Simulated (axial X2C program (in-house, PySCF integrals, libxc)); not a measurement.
**How long does AsN take?**

A bond scan computed with an in-house relativistic program for diatomic molecules. Basis: As dyall-cv3z [9s9p6d4f1g], N dyall-av3z [7s7p3d2f] (cores contracted in-house).

Input:
```json
{"zs": [33, 7], "q": 0, "bas": ["dyall-cv3z", "dyall-av3z"], "levels": ["PBE0", "HF", "TPSS"], "cc": true, "r0": 1.74, "thr": -2.0, "nmax": 90, "npts": 10, "nst": 2, "ntry": 6}
```
```bash
python so2c.py task.json out
```

Keys: zs atomic numbers; q charge; bas basis sets; levels methods; cc coupled cluster on or off; r0 starting distance in Å; thr threshold in hartree for freezing inner shells (an s shell follows its p shell); nmax most natural virtual spinors; npts points on the curve; nst determinants followed; ntry starts of the search. HF also brings MP2.

Hardware: 1 thread of Intel(R) Xeon(R) Processor @ 2.30GHz (shared host).

Wall time of one point of each curve, integrals apart:

```
Hamiltonian                                level  points  seconds a point
  spin-free                                 PBE0      10             0.32
  spin-free                                   HF      10             0.11
  spin-free  CCSD(T) (10 electrons, 88 virtuals)       7              4.2
  spin-free                                 TPSS      10             0.41
         2c                                 PBE0      10              0.4
         2c                                   HF      10             0.19
         2c  CCSD(T) (10 electrons, 90 virtuals)       7              5.3
         2c                                 TPSS      10             0.43
```

The rest:

Search with its distance optimisation 17 s, atoms 5.5 s, whole task 110 s. Coupled cluster runs on the points near the minimum only. The program drops outer points, and coupled cluster, when its time limit (not in the input) nears; MP2, further determinants and curves that did not converge are not in the table.
